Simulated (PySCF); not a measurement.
CH10O2Si3. Atoms are numbered in the order given.

```xyz
16

O     -1.5067     2.2153    -0.0707
C     -0.7406     1.4404    -0.9626
Si     0.1824     0.1157     0.0322
O      0.8637     1.0957     1.2313
Si     1.8170    -1.0360    -1.2068
Si    -1.3396    -1.3814     1.0167
H     -0.9183     2.4694     0.6524
H     -0.0184     2.0513    -1.5437
H     -1.4224     0.9825    -1.6976
H      1.1930     0.6589     2.0220
H      1.1528    -1.8861    -2.2452
H      2.7532    -0.0881    -1.8882
H      2.6155    -1.9310    -0.3106
H     -0.6240    -2.2824     1.9771
H     -2.4013    -0.6452     1.7681
H     -1.9788    -2.2349    -0.0337
```
Charge 0, spin multiplicity 1.

Geometry optimised at PBE0-D3(BJ)/def2-SVP. The structure was generated by enumeration, and PubChem lists no compound with its InChIKey, so it may never have been made. Other conformers were not sampled.

Method: TDA-PBE/def2-SVPD (PySCF 2.14.0).

Vertical excitations. The molecule is in vacuum.

```csv
state,energy (eV),λ (nm),f,main pairs
S1,4.52,274,0.017,HOMO→LUMO 97 %
S2,4.94,251,0.000,HOMO−1→LUMO 98 %
S3,5.07,245,0.014,HOMO→LUMO+1 95 %
S4,5.54,224,0.008,HOMO→LUMO+2 98 %
S5,5.66,219,0.063,HOMO−1→LUMO+1 83 %
S6,5.84,212,0.012,"HOMO→LUMO+3 80 %, HOMO−1→LUMO+2 14 %"
T1,4.28,290,0,HOMO→LUMO 99 %
T2,4.50,275,0,HOMO−1→LUMO 98 %
```
Triplets are in the Tamm–Dancoff approximation.
